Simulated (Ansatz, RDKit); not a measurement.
Pair of molecules: H2O (SMILES O) (first 3 atoms) with ClH3Si (SMILES [SiH3]Cl); geometry from B3LYP-D3(BJ)/def2-TZVP, rigid monomers moved along the line of their centres of mass till O1···Si4 is 2.92 Å.
(charge 0, multiplicity 1):
```xyz
8

O      0.096    -0.381     0.076
H      0.785    -0.954    -0.277
H      0.566     0.326     0.534
Si    -0.462    -0.967     2.885
Cl     0.922     0.589     2.805
H     -0.724    -1.210     4.318
H      0.140    -2.163     2.272
H     -1.692    -0.544     2.199
```

Interaction energies are E(AB) − E(A) − E(B) at the monomers' geometry in the complex; basis-set methods are counterpoise corrected.

Run with Ansatz (an electronic-structure program) with Gaussian orbitals; RDKit for the force fields. 

Q: Estimate the interaction energy that MMFF94 returns for this input.

A: 4.6 kcal/mol

Q: Predict the interaction energy from B3LYP/def2-TZVPPD.

A: 0.5 kcal/mol

Q: Estimate the interaction energy that wB97M-V/def2-TZVPPD returns for this input.

A: -2.1 kcal/mol
